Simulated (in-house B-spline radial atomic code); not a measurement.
Configurations of the oxygen ion O⁺, with energies counted from [He] 2s2 2p3. Method: scalar-relativistic (X2C) Hartree-Fock, spin-polarised, averaged over the determinants with the given up and down occupations, Fermi nucleus of rms radius 2.6991 fm. Calculated with a B-spline radial code for spherical atoms. Shells without spins written out take the highest spin.

Occupations are held fixed; configurations that lie above the ionisation limit could autoionise.

```json
{"configuration": "[He] 2s2 2p(2 up, 1 down)", "E - E(ref) (eV)": "4.3052", "highest orbital": "2p down", "its <r> (bohr)": "1.117"}
{"configuration": "[He] 2s2 2p2 3s1", "E - E(ref) (eV)": "22.838", "highest orbital": "3s up", "its <r> (bohr)": "3.537"}
{"configuration": "[He] 2s1 2p3 3s1", "E - E(ref) (eV)": "28.123", "highest orbital": "3s up", "its <r> (bohr)": "3.499"}
{"configuration": "[He] 2s1 2p3 3p1", "E - E(ref) (eV)": "30.838", "highest orbital": "3p up", "its <r> (bohr)": "4.042"}
```

(1) Order these further configurations by energy, lowest first.
A. [He] 2s2 2p(1 up, 1 down) 3s(0 up, 1 down)
B. [He] 2s(1 up, 0 down) 2p(1 up, 2 down) 3d(1 up, 0 down)
C. [He] 2s2 2p(0 up, 2 down) 3d(0 up, 1 down)
D. [He] 2s1 2p3 3d1
E. [He] 2s1 2p4

Results:

(1) E (15.028 eV), A (25.419 eV), C (28.436 eV), D (33.794 eV), B (48.529 eV).
